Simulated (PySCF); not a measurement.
Job file and geometry (Å, from GFN2-xTB) of an NMR shielding run on SMILES BOBN, B₂H₅NO, GIAO PBE0/pcSseg-1 NMR shielding, non-relativistic, gas phase (PySCF 2.14.0, density-fitted response routines); density fitting, a coarse starting grid and PySCF grid level 2 are the driver's defaults:

```
$ OMP_NUM_THREADS=1 python probes_run.py task.json out

{"job": {"kind": "nmr", "xc": "PBE0", "basis": "pcSseg-1"}, "charge": 0, "multiplicity": 1}
B     -1.865682     0.077878    -0.010069
O     -0.592253     0.308247     0.017445
B      0.710985     0.528369     0.051073
N      1.612551    -0.545949     0.103633
H     -2.422276    -0.044684    -1.048484
H     -2.474517    -0.005589     1.002942
H      1.122727     1.631349     0.038237
H      2.609232    -0.438257     0.128478
H      1.312795    -1.505369     0.118805
```

**Question.** Write the output of this run.

**Answer.** 
```
coarse grid: 7424 points
cycle   1  E = -182.4453110998  dE =  4.422e-01  |g| = 6.451e-01  |ddm| = 2.404e+00
cycle   2  E = -182.3407405573  dE =  1.046e-01  |g| = 9.949e-01  |ddm| = 1.045e+00
cycle   3  E = -182.5216269077  dE = -1.809e-01  |g| = 9.630e-02  |ddm| = 7.010e-01
cycle   4  E = -182.5230525909  dE = -1.426e-03  |g| = 4.313e-02  |ddm| = 6.668e-02
cycle   5  E = -182.5234129473  dE = -3.604e-04  |g| = 8.381e-03  |ddm| = 2.827e-02
cycle   6  E = -182.5234306106  dE = -1.766e-05  |g| = 9.163e-04  |ddm| = 7.187e-03
cycle   7  E = -182.5234308584  dE = -2.478e-07  |g| = 9.661e-05  |ddm| = 1.245e-03
final grid: 71480 points
cycle   8  E = -182.5532682687  dE = -3.014e-05  |g| = 9.615e-03  |ddm| = 1.769e-02
cycle   9  E = -182.5532453699  dE =  2.290e-05  |g| = 1.500e-02  |ddm| = 1.179e-02
cycle  10  E = -182.5532855510  dE = -4.018e-05  |g| = 9.102e-04  |ddm| = 7.665e-03
cycle  11  E = -182.5532857719  dE = -2.209e-07  |g| = 2.288e-04  |ddm| = 1.071e-03
cycle  12  E = -182.5532857795  dE = -7.562e-09  |g| = 9.153e-05  |ddm| = 1.631e-04
cycle  13  E = -182.5532857813  dE = -1.811e-09  |g| = 1.651e-05  |ddm| = 5.995e-05
cycle  14  E = -182.5532857814  dE = -5.127e-11  |g| = 3.900e-06  |ddm| = 1.328e-05
converged SCF energy = -182.5532857814

GIAO shielding tensors (ppm)
atom      isotropic    diamagn.    paramagn.     s11        s22        s33       span
  0 B       59.718     195.603    -135.885     13.871     55.009    110.274     96.403
  1 O       66.294     389.308    -323.014    -68.530     45.675    221.736    290.266
  2 B       79.342     196.883    -117.542     47.149     82.722    108.154     61.005
  3 N      186.410     318.478    -132.067    120.288    203.412    235.532    115.244
  4 H       26.278      30.207      -3.929     25.758     26.317     26.759      1.001
  5 H       26.274      30.129      -3.855     25.753     26.317     26.753      0.999
  6 H       27.201      29.871      -2.670     25.107     26.578     29.918      4.810
  7 H       28.682      30.041      -1.358     24.146     25.311     36.591     12.445
  8 H       28.991      31.945      -2.954     24.185     25.737     37.050     12.865
```

Size and cost of the density-fitted run: 93 basis functions, 9 s wall time on 1 thread of an Arm Neoverse N1, shared host; peak memory 0.41 GiB.
